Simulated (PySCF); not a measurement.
Be(OH)(GeH3) (BeGeH4O), SMILES [OH][Be][GeH3].

Coordinates come from a B3LYP-D3(BJ)/def2-TZVP optimisation. The values are those of a single conformer.

Computed with PySCF with C-PCM-B3LYP/def2-SVP.

The values are the electrostatic part of the solvation free energy, E(continuum) − E(gas) at the gas-phase geometry, in a cavity of scaled van der Waals radii (PySCF's table); cavitation and dispersion terms are not included. A continuum can't describe solvent molecules that bind to the metal. In vacuum the orbital gap is 7.15 eV. The dipole moment in vacuum is 2.29 D.

Computed values in water (ε = 78.36), toluene (ε = 2.37), chlorobenzene (ε = 5.70):
| solvent | ε | ΔG(elec) (kcal/mol) | dipole (D) | gap (eV) |
|---|---|---|---|---|
| water | 78.36 | -5.3 | 2.93 | 7.35 |
| toluene | 2.37 | -3.0 | 2.63 | 7.26 |
| chlorobenzene | 5.70 | -4.4 | 2.80 | 7.32 |
